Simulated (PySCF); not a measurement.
CH₇NOSn, SMILES C[O][SnH2][NH2]. Geometry: B3LYP-D3(BJ)/def2-SVP. The structure was generated by enumeration; whether it is a known compound was not checked. The def2 effective core potentials stand for the cores of Sn; spin–orbit coupling is left out. One conformer was computed; it need not be the lowest.

Computed equilibrium geometry at B3LYP-D3(BJ)/def2-SVP (PySCF confirms it by a frequency run) as bond lengths and angles (one conformer of several):
Atoms: Sn1 N2 O3 C4 H5 H6 H7 H8 H9 H10 H11. Bonds (Å): Sn1–N2 2.047, Sn1–O3 2.009, Sn1–H5 1.707, Sn1–H6 1.720, N2–H7 1.020, N2–H8 1.020, O3–C4 1.402, C4–H9 1.105, C4–H10 1.111, C4–H11 1.111. Angles (°): N2–Sn1–O3 112.1, N2–Sn1–H5 109.2, N2–Sn1–H6 106.9, O3–Sn1–H5 102.8, O3–Sn1–H6 108.6, H5–Sn1–H6 117.4, Sn1–N2–H7 114.1, Sn1–N2–H8 113.7, H7–N2–H8 107.7, Sn1–O3–C4 120.8, O3–C4–H9 109.0, O3–C4–H10 113.2, O3–C4–H11 113.2, H9–C4–H10 107.0, H9–C4–H11 107.0, H10–C4–H11 107.0.
Charge 0, spin multiplicity 1.
